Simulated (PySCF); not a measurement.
**Electric field gradients and quadrupole coupling constants**

Species: C7H17OP.
SMILES with atom numbers: `[CH3:1][CH2:2][CH2:3][P@H:4](=[O:5])[C:6]([CH3:7])([CH3:8])[CH3:9]` (hydrogens: H10, H11, H12 on C1; H13, H14 on C2; H15, H16 on C3; H17 on P4; H18, H19, H20 on C7; H21, H22, H23 on C8; H24, H25, H26 on C9)

Geometry (GFN2-xTB, Å), atoms numbered from 1 in this order:
```xyz
26
C7H17OP angstrom
C      3.3120   -0.2348   -0.6226
C      2.5997    1.0121   -0.1216
C      1.2873    0.6616    0.5685
P      0.1369   -0.0939   -0.6493
O      0.1428    0.5716   -1.9535
C     -1.5459   -0.2328    0.1243
C     -1.4732   -0.9352    1.4727
C     -2.3576   -1.0543   -0.8735
C     -2.1245    1.1708    0.2458
H      3.5120   -0.9235    0.1968
H      4.2569    0.0267   -1.0931
H      2.6885   -0.7374   -1.3617
H      2.3799    1.6620   -0.9715
H      3.2435    1.5619    0.5700
H      0.8072    1.5725    0.9398
H      1.4507   -0.0160    1.4070
H      0.5167   -1.4404   -0.6975
H     -0.9397   -0.3289    2.2017
H     -2.4768   -1.1197    1.8531
H     -0.9620   -1.8921    1.3769
H     -2.3390   -0.5715   -1.8493
H     -3.3934   -1.1478   -0.5507
H     -1.9348   -2.0536   -0.9785
H     -1.6057    1.7451    1.0122
H     -2.0217    1.6908   -0.7061
H     -3.1811    1.1296    0.5066
```

Field gradients from the PBE0/pcSseg-1 density (PySCF, non-relativistic), principal values in atomic units, ordered |Vxx| ≤ |Vyy| ≤ |Vzz|:

```tsv
atom	Vxx	Vyy	Vzz
O5	-0.3604	-0.4533	0.8136
```

**Question.** Find the asymmetry η = (Vxx − Vyy)/Vzz and the couplings χ = eQV/h (234.96 MHz × Q in barn × V in au), with Q(17O) = −0.0256 b.

**Answer.** 
| atom | environment | nucleus | η | χzz (MHz) | χxx (MHz) | χyy (MHz) |
| --- | --- | --- | --- | --- | --- | --- |
| O5 | phosphoryl oxygen | 17O | 0.11 | -4.894 | 2.168 | 2.727 |

The tensor is traceless: Vxx + Vyy + Vzz = 0.

**Question.** What is Vzz at O5 in SI units (1 au = 9.71736 × 10²¹ V/m²)?

**Answer.** 0.8136 au = 7.906 × 10²¹ V/m².

**Question.** And the gradient at the other heavy atoms, for which no coupling is worked out here?

**Answer.** 
| atom | environment | Vzz (au) | η |
| --- | --- | --- | --- |
| C1 | methyl carbon | 0.047 | 0.23 |
| C2 | chain CH2 carbon | 0.103 | 0.87 |
| C3 | sp3 carbon bound to phosphorus | 0.039 | 0.45 |
| P4 | phosphoryl phosphorus | -0.327 | 0.36 |
| C6 | sp3 carbon bound to phosphorus | 0.027 | 0.44 |
| C7 | methyl carbon | 0.057 | 0.15 |
| C8 | methyl carbon | 0.088 | 0.56 |
| C9 | methyl carbon | 0.082 | 0.57 |

Were the hydrogens deuterons (Q(2H) = 0.00286 b), χzz would run from 123 kHz (H17) to 213 kHz (H11).

The structure is a single GFN2-xTB conformer in the gas phase; no vibrational or solvent corrections. GFN2-xTB bond lengths can be off by several hundredths of an ångström, more for odd bonds, and the gradients follow them. The small basis limits the accuracy of the gradients.
